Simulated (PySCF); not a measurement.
Isomers of C7H16FNSi, mass 161.104 u with the commonest isotopes. Method used: PBE0-D3(BJ)/def2-SVP geometry optimisation, gas phase (PySCF 2.14.0). One conformer each, none proved a minimum here; rigid rotors.

Task: Order these by out-of-plane moment Σ m c² = (Ia + Ib − Ic)/2, smallest first.
A. `[CH3:1][CH2:2][CH2:3][Si@@H:4]([NH:5][CH3:6])[C@@H:7]1[CH2:8][C@H:9]1[F:10]` with C1–C2–C3–Si4 -179°, C2–C3–Si4–N5 -174°, C3–Si4–N5–C6 173°, C3–Si4–C7–C8 152°
B. `[CH3:1][C@@H:2]([CH2:3][F:4])[C@H:5]1[CH2:6][CH2:7][N:8]([SiH3:9])[CH2:10]1` with C1–C2–C3–F4 -172°, C1–C2–C5–C6 59°, C2–C5–C6–C7 162°, C5–C6–C7–N8 -21°, C6–C7–N8–Si9 -178°, C7–N8–C10–C5 27°
C. `[CH3:1][CH:2]([CH3:3])[Si@@:4]1([CH3:5])[NH:6][CH2:7][CH2:8][C@H:9]1[F:10]` with C1–C2–Si4–C5 63°, C2–Si4–N6–C7 108°, Si4–N6–C7–C8 27°, N6–C7–C8–C9 -42°, C7–C8–C9–F10 -78°
D. `[CH3:1][CH2:2][CH2:3][Si@@H:4]([NH:5][CH3:6])[C@H:7]1[CH2:8][C@@H:9]1[F:10]` with C1–C2–C3–Si4 -179°, C2–C3–Si4–N5 -177°, C3–Si4–N5–C6 170°, C3–Si4–C7–C8 82°

Result: B (21.49 u·Å²), D (28.42 u·Å²), A (28.89 u·Å²), C (123.75 u·Å²).

Task: Order these by dipole moment, largest first.
A. `[CH3:1][CH2:2][CH2:3][Si@@H:4]([NH:5][CH3:6])[C@H:7]1[CH2:8][C@@H:9]1[F:10]` with C1–C2–C3–Si4 -179°, C2–C3–Si4–N5 -177°, C3–Si4–N5–C6 170°, C3–Si4–C7–C8 82°
B. `[CH3:1][C@@H:2]([CH2:3][F:4])[C@H:5]1[CH2:6][CH2:7][N:8]([SiH3:9])[CH2:10]1` with C1–C2–C3–F4 -172°, C1–C2–C5–C6 59°, C2–C5–C6–C7 162°, C5–C6–C7–N8 -21°, C6–C7–N8–Si9 -178°, C7–N8–C10–C5 27°
C. `[CH3:1][CH:2]([CH3:3])[Si@@:4]1([CH3:5])[NH:6][CH2:7][CH2:8][C@H:9]1[F:10]` with C1–C2–Si4–C5 63°, C2–Si4–N6–C7 108°, Si4–N6–C7–C8 27°, N6–C7–C8–C9 -42°, C7–C8–C9–F10 -78°
D. `[CH3:1][CH2:2][CH2:3][Si@@H:4]([NH:5][CH3:6])[C@@H:7]1[CH2:8][C@H:9]1[F:10]` with C1–C2–C3–Si4 -179°, C2–C3–Si4–N5 -174°, C3–Si4–N5–C6 173°, C3–Si4–C7–C8 152°

Result: B (2.85 D), D (2.02 D), A (1.74 D), C (1.58 D).

Task: Order these by radius of gyration √(Σ m r²/M), largest first.
A. `[CH3:1][CH:2]([CH3:3])[Si@@:4]1([CH3:5])[NH:6][CH2:7][CH2:8][C@H:9]1[F:10]` with C1–C2–Si4–C5 63°, C2–Si4–N6–C7 108°, Si4–N6–C7–C8 27°, N6–C7–C8–C9 -42°, C7–C8–C9–F10 -78°
B. `[CH3:1][C@@H:2]([CH2:3][F:4])[C@H:5]1[CH2:6][CH2:7][N:8]([SiH3:9])[CH2:10]1` with C1–C2–C3–F4 -172°, C1–C2–C5–C6 59°, C2–C5–C6–C7 162°, C5–C6–C7–N8 -21°, C6–C7–N8–Si9 -178°, C7–N8–C10–C5 27°
C. `[CH3:1][CH2:2][CH2:3][Si@@H:4]([NH:5][CH3:6])[C@@H:7]1[CH2:8][C@H:9]1[F:10]` with C1–C2–C3–Si4 -179°, C2–C3–Si4–N5 -174°, C3–Si4–N5–C6 173°, C3–Si4–C7–C8 152°
D. `[CH3:1][CH2:2][CH2:3][Si@@H:4]([NH:5][CH3:6])[C@H:7]1[CH2:8][C@@H:9]1[F:10]` with C1–C2–C3–Si4 -179°, C2–C3–Si4–N5 -177°, C3–Si4–N5–C6 170°, C3–Si4–C7–C8 82°

Result: D (2.646 Å), C (2.586 Å), B (2.555 Å), A (2.195 Å).

```
                        SMILES  point group  Ia (u·Å²)  Ib (u·Å²)  Ic (u·Å²)      κ  μa (D)  μb (D)  μc (D)
     CC(C)[Si@@]1(C)NCC[C@H]1F           C1     328.17     571.80     652.47  -0.71    0.05    1.55    0.29
C[C@@H](CF)[C@H]1CCN([SiH3])C1           C1     271.65     801.40    1030.07  -0.80    2.01    1.98    0.42
 CCC[Si@@H](NC)[C@@H]1C[C@H]1F           C1     505.60     600.26    1048.08   0.39    0.84    1.82    0.24
 CCC[Si@@H](NC)[C@H]1C[C@@H]1F           C1     378.68     778.01    1099.85  -0.57    1.41    0.99    0.23
```
